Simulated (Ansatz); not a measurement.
```yaml
crystal:
  periodic: [false, false, false]
  atoms:
    - {symbol: O, position_ang: [2.552062, 1.465434, 0.354776]}
    - {symbol: Ga, position_ang: [1.423800, 0.109184, 0.275263]}
    - {symbol: Br, position_ang: [2.150021, -1.992547, 0.656057]}
    - {symbol: O, position_ang: [-0.268698, 0.437135, -0.106922]}
    - {symbol: Si, position_ang: [-1.667617, -0.395962, -0.293022]}
    - {symbol: H, position_ang: [2.123982, 2.306979, 0.174519]}
    - {symbol: H, position_ang: [-2.488346, 0.291559, -1.322191]}
    - {symbol: H, position_ang: [-1.406496, -1.794695, -0.728457]}
    - {symbol: H, position_ang: [-2.418708, -0.427097, 0.989987]}
basis:
  gaussian: {orbitals: def2-TZVPP, final_grid: {core_spheres: 1, valence_spheres: 1, degree: 5}}
hamiltonian: {xc: {name: r2SCAN}}
accuracy: high
```

```sh
$ ansatz run in.yaml --threads 2 --pin off --events-out ev --progress --plain --max-ram 20480MiB --backend cpu
```

It prints (some lines left out):

```
Functional definition: r2SCAN
4243 factors; integrals over basis functions are off by at most 3.3e-8 eV
mean field evaluation 1: about -134451.6064 eV, gradient 9.0e1 eV
mean field evaluation 2: about -134375.0867 eV, gradient 2.0e2 eV
mean field evaluation 4: about -134463.8831 eV, gradient 1.6e1 eV
mean field evaluation 8: about -134464.3075 eV, gradient 7.0e-1 eV
mean field evaluation 16: about -134497.3879 eV, gradient 3.3e-1 eV
mean field evaluation 32: about -134497.3884 eV, gradient 6.5e-6 eV
mean field -134497.38841637 eV, -4942.6878586975 hartree, gradient 9.9e-8 eV, S^2 0.000000; 0 other end points of the search recorded, 0 dependent functions left out
reference -134497.38841771 eV, -4942.6878587465 hartree; 50, 50 occupied and 206, 206 virtual orbitals, 4243 factors
Total energy: -134497.38841771 eV, -4942.6878587465 hartree
```

Question: What is wrong with this run?

Answer: The integration grid is far too coarse. The calculation finished and met its thresholds. The result belongs to that input, not to the molecule as meant.
